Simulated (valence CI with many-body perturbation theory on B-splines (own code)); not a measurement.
Si I: magnetic and hyperfine properties of the levels

Calculated by configuration interaction combined with many-body perturbation theory (CI+MBPT): four valence electrons over a frozen Dirac-Fock core [Ne], a basis of 11 s, 11 p, 9 d, 7 f, 5 g, 2 h, 1 i functions for each j, with the one-electron correlation potential Σ1, the two-electron term Σ2, the three-electron term Σ3, Breit, model QED; selected CI, second order for the rest, scaled by the run's own slope (own B-spline code, finite nucleus).

Against 48 measured levels this calculation errs by 36 cm⁻¹ on average and by 119 at most. These come from a selection out of the NIST Handbook of Basic Atomic Spectroscopic Data. Levels without a partner in it may be off by more. Among the levels kept, up to 810 cm⁻¹ of a level comes from second order outside the variational space, and about a tenth of that is noise between levels of different J, which matters for small intervals.

A/g_I is the dipole constant over the nuclear g factor μ/I (μ in nuclear magnetons, uniformly magnetised nucleus), B/Q the quadrupole constant per barn. Both hold the static response of the core; the bare values leave it out. Large factors of s and p1/2 electrons are usually good to 5 to 10 %; those of open d and f shells near neutrality can be off by tens of per cent, and small factors of p3/2, d and f electrons come from cancelling terms and can be off by a factor of two or in sign, in half-filled shells by more. B is blank for J = 1/2, where it vanishes, and for nearly pure S terms. Energies count from the lowest level. Levels with J = 0 are left out.

Names give the largest LS component (configuration and term), which can be under half, so a name can repeat, a term be missing and a line seem to break the LS rules; names also repeat where a configuration has a term twice.

```csv
Level,E (cm⁻¹),g,A/g_I (MHz),A/g_I bare,B/Q (MHz/b),B/Q bare
3s²3p² ³P_1,87.6,1.501,4.92,2.21,105,87.6
3s²3p² ³P_2,241,1.501,139,118,-212,-176
3s²3p² ¹D_2,6349,1.000,202,176,409,341
3s3p³ ⁵S°_2,33207,2.002,903,789,,
3s²3p4s ³P°_1,39800,1.496,417,363,-125,-105
3s²3p4s ³P°_2,39996,1.501,212,185,257,215
3s²3p4s ¹P°_1,41036,1.005,213,186,255,213
3s3p³ ³D°_1,45240,0.499,-435,-376,-41.0,-34.6
3s3p³ ³D°_2,45257,1.167,245,215,-57.5,-48.5
3s3p³ ³D°_3,45287,1.334,463,404,-133,-112
3s²3p4p ¹P_1,47312,0.994,175,153,-141,-118
3s²3p3d ¹D°_2,47380,1.000,56.5,50.2,-221,-186
3s²3p4p ³D_1,48052,0.510,261,229,83.8,70.3
3s²3p4p ³D_2,48142,1.168,163,142,112,94.3
3s²3p4p ³D_3,48299,1.334,83.1,71.8,286,240
3s²3p4p ³P_1,49084,1.541,-52.0,-46.5,75.8,63.5
3s²3p4p ³P_2,49220,1.497,103,88.5,-110,-91.9
3s²3p4p ³S_1,49430,1.956,114,96.5,,
3s²3p3d ³F°_2,49905,0.666,153,135,175,145
3s²3p3d ³F°_3,49990,1.084,92.5,81.0,190,158
3s²3p3d ³F°_4,50105,1.251,50.2,43.7,256,212
3s²3p4p ¹D_2,50227,1.003,135,118,283,237
3s²3p3d ³P°_2,50526,1.501,152,132,18.3,14.6
3s²3p3d ³P°_1,50589,1.501,196,170,-17.0,-13.9
3s²3p3d ¹F°_3,53407,1.002,93.9,82.0,271,227
3s²3p3d ¹P°_1,53435,0.994,-81.4,-70.7,57.3,47.9
3s²3p3d ³D°_1,54210,0.521,-139,-118,-70.3,-58.9
3s²3p3d ³D°_2,54229,1.167,77.2,67.4,-102,-85.5
3s²3p3d ³D°_3,54282,1.332,173,149,-229,-192
3s²3p5s ³P°_1,54327,1.460,337,292,-118,-98.6
3s²3p5s ³P°_2,54549,1.501,140,121,267,224
3s²3p5s ¹P°_1,54883,1.025,175,152,220,184
3s²3p4d ¹D°_2,56564,1.187,90.8,78.8,-157,-132
```

Question: Take the isotope of mass number 29, with I = 1/2, μ = -0.55505 μN. What is the hyperfine structure of 3s²3p4s ¹P°_1?

Answer: From the table A = -237 MHz. Shifts from the centre of gravity in MHz: F = 1/2: 237, F = 3/2: -118.
